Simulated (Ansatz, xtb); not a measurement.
System: CNO, charge -1, multiplicity 1. It need not be the lowest isomer of its formula. Whether it binds its extra electron was not tested at this geometry. 
Coordinates optimised at B3LYP-D3(BJ)/def2-TZVP (Ansatz, a program for electronic structure):
```xyz
3

N      0.0000     0.0000    -1.2579
C      0.0000     0.0000    -0.0715
O      0.0000     0.0000     1.1543
```
Charge -1, spin multiplicity 1.

Harmonic wavenumbers from GFN2-xTB (xtb, at its own minimum), cm⁻¹: 538, 538, 1318, 2465.

Q: Give the harmonic wavenumbers at B3LYP-D3(BJ)/def2-TZVP (Ansatz, finite differences of forces, unscaled).

A: 638, 638, 1254, 2214 cm⁻¹. Zero-point energy 6.8 kcal/mol.

Q: From these and the geometry, give the ideal-gas thermochemistry at 298.15 K and 1 atm (rigid rotor, harmonic oscillator).

A: Point group C∞v, rotational symmetry number 1. Rotational constants 11.61, 11.61 GHz. S(trans) 37.13, S(rot) 14.47, S(vib) 0.81, S(elec, spin only) 0.00, S 52.4 cal/(mol K). H(298) - H(0) 2.26 kcal/mol; G - E(el) -6.6 kcal/mol.
